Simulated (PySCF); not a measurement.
Geometry:
```
atom   x (Å)   y (Å)   z (Å)
  C1  -1.527   1.131   0.059
  N2  -0.796  -0.094  -0.163
  C3  -1.501  -1.315   0.145
  C4   0.554  -0.088   0.109
  C5   1.349   1.019   0.246
  O6   2.656   0.771   0.422
  C7   2.905  -0.535   0.439
  P8   1.557  -1.567   0.240
  H9  -1.080   1.930  -0.531
 H10  -1.535   1.435   1.115
 H11  -2.554   0.992  -0.274
 H12  -0.989  -2.149  -0.338
 H13  -1.548  -1.515   1.224
 H14  -2.515  -1.254  -0.248
 H15   1.083   2.059   0.229
 H16   3.935  -0.811   0.581
```

Theoretical values (PySCF 2.14): geometry: GFN2-xTB, shieldings: GIAO PBE0/pcSseg-1. Equivalent nuclei averaged, isolated molecule, one computed conformer, relativity neglected.

Shifts are taken against calculated references (same method and geometry level): TMS for 13C (σref 186.93), 1H (σref 31.72); 15N (σref 267.73) vs NH3; H2O for 17O (σref 336.08); 31P (σref 318.38) against H3PO4.

```csv
atoms,nucleus,count,δ (ppm)
C5,13C,1,133.6
O6,17O,1,342.0
H16,1H,1,?
C1/C3,13C,2,?
N2,15N,1,62.1
H9/H10/H11/H12/H13/H14,1H,6,2.90
H15,1H,1,7.56
P8,31P,1,100.1
C7,13C,1,?
C4,13C,1,165.8
```

**Question.** Complete the table.

**Answer.** 
- C7: 185.6 ppm, aromatic CH next to the ring oxygen
- C1/C3: 44.3 ppm, methyl carbon bonded to N; the inductive effect lowers its shielding
- H16: 8.70 ppm, hydrogen on an aromatic CH next to the ring oxygen; ring-current deshielding

Shifts are as computed. Against solution values, carbons near 30 ppm lie about +3 ppm off and those near 130 ppm about +5 ppm. Of 1211 compounds with measured shifts, 218 miss one by over three times the rms of a fit or turn the order of signals round; such compounds aren't used in these exercises. Unscaled 17O shifts of doubly bonded oxygen tend to come out too high, by tens of ppm or more. Experimental scales use liquid or dissolved standards, which lie at an offset from isolated NH3 (liquid NH3: subtract about 20 ppm) and H2O (liquid H2O: subtract about 36 ppm) and H3PO4.
